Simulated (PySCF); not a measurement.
**Correlation energy of B (boron, neutral)**

[He] 2s1 2p1 3s1, high-spin 4P determinant (an excited configuration). All numbers are calculated (PySCF 2.14, the non-relativistic Hamiltonian (point nucleus), in dyall-av2z). Frozen: 1s2; 3 electrons correlated; the 8 highest virtual orbitals of each spin left out.

| level | correlation energy (mhartree) |
| --- | --- |
| CCSD | -9.71 |
| (T) | -0.06 |
| CCSD(T) | -9.77 |
| CCSDT | -9.81 |
| FCI | -9.81 |

Diagnostics: T1 = 0.0065, D1 = 0.0139, largest double amplitude 0.044, weight of the Hartree-Fock determinant in FCI 0.9842 (5456 determinants).

The outer electron is Rydberg-like, and this basis confines it to a smaller radius and binds it less than a complete one would.

Cost of the coupled-cluster step: about 0.29 core-seconds, for 3 correlated electrons.

Iterations:

```
CC2 = 0
CCSD nocc = (np.int64(3), np.int64(0)), nmo = (33, 33)
frozen orbitals [[0, 34, 35, 36, 37, 38, 39, 40, 41], [0, 34, 35, 36, 37, 38, 39, 40, 41]]
max_cycle = 100
direct = 0
conv_tol = 1e-08
conv_tol_normt = 1e-06
diis_space = 8
diis_start_cycle = 0
Init t2, MP2 energy = -0.00554226845130647
Init E_corr(UCCSD) = -0.00554226845457559
cycle = 1  E_corr(UCCSD) = -0.00767597046039223  dE = -0.00213370201  norm(t1,t2) = 0.0280187
cycle = 2  E_corr(UCCSD) = -0.00862012486179572  dE = -0.000944154401  norm(t1,t2) = 0.0152794
cycle = 3  E_corr(UCCSD) = -0.00963620062011341  dE = -0.00101607576  norm(t1,t2) = 0.00929154
cycle = 4  E_corr(UCCSD) = -0.00965684849054156  dE = -2.06478704e-05  norm(t1,t2) = 0.00344185
cycle = 5  E_corr(UCCSD) = -0.00970967533139373  dE = -5.28268409e-05  norm(t1,t2) = 0.00141734
cycle = 6  E_corr(UCCSD) = -0.00970277676227706  dE = 6.89856912e-06  norm(t1,t2) = 0.000389163
cycle = 7  E_corr(UCCSD) = -0.00971266947188825  dE = -9.89270961e-06  norm(t1,t2) = 0.000100468
cycle = 8  E_corr(UCCSD) = -0.00970897880021897  dE = 3.69067167e-06  norm(t1,t2) = 2.83856e-05
cycle = 9  E_corr(UCCSD) = -0.00970993289013367  dE = -9.54089915e-07  norm(t1,t2) = 7.08118e-06
cycle = 10  E_corr(UCCSD) = -0.00970978352449361  dE = 1.4936564e-07  norm(t1,t2) = 1.36273e-06
cycle = 11  E_corr(UCCSD) = -0.0097097859174662  dE = -2.39297259e-09  norm(t1,t2) = 1.65093e-07
UCCSD converged
E(UCCSD) = -24.24448118085056  E_corr = -0.009709785917466201
UCCSD(T) correction = -6.40762755853955e-05
```
